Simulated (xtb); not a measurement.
ClGe, SMILES [Cl][Ge] (connectivity only; charge and spin as stated), charge +1, multiplicity 1. All values are semi-empirical tight-binding results from xtb (GFN2-xTB unless named), good for trends rather than for accurate numbers. Coordinates come from a GFN2-xTB optimisation. The spin state was assumed, not searched.

Optimised geometry:

```xyz
2

Cl     0.0000     0.0000    -1.3170
Ge     0.0000     0.0000     0.6997
```
Charge +1, spin multiplicity 1.

For metal compounds this method's bond lengths and energies can be far off.

- point group as xtb finds it = C∞v
- orbital gap = 4.22 eV

Computed atomic charges and the Wiberg bond orders between heavy atoms:
charges (e) Cl1 0.35, Ge2 0.65. Bond orders Cl1–Ge2 2.15.
